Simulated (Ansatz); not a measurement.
Reaction (hydrogenolysis of a Ga–Si bond): `[SiH3][GaH][Cl]` + H₂ → `[Cl][GaH2]` + SiH₄

Computed with Ansatz on PBE0-D4/def2-TZVP structures; ΔE is electronic, products minus reactants. CCSD(T)/CBS adds triple-zeta CCSD(T) − MP2 to the extrapolated MP2 energy (def2 sets, frozen cores). This one scheme is used for every species. Functionals use def2-TZVPP. HSE06 is defined as in plane-wave codes. For Ga outer-core shells are correlated without core-valence functions, which leaves a few kJ/mol of doubt a bond. Scalar relativity is left out up to krypton.

```csv
level,ΔE (eV)
LDA (SPW92),0.08
revPBE-D4,0.15
PBE0-D4,0.07
CAM-B3LYP-D4,-0.07
PBE-QIDH,-0.01
HSE06,0.03
LC-ωPBE,-0.06
CCSD/def2-SVP,-0.16
```

Q: What does CCSD(T)/CBS give? (Estimate.)

A: The calculation gave: +0.03 eV. The listed levels differ from it by 0.05, 0.12, 0.04, -0.10, -0.04, 0.00, -0.09, -0.19 eV.

Largest T1 diagnostic among the species: 0.013.

In def2-TZVPP, CCSD(T) changes the Hartree–Fock value by +0.28 eV (the triples alone add +0.05 eV) and MP2 by +0.29 eV. From BLYP to BHLYP (50 % exact exchange), in def2-TZVPP and without D4, ΔE moves by −0.12 eV. The D4 term adds +0.08 eV with B3LYP and +0.05 eV with PBE0; it sums over pairs of atoms, weighted by their polarisabilities, and B3LYP, whose exchange is more repulsive, gets the larger term.

B3LYP here is the variant with VWN-RPA as its local correlation; programs differ in this.
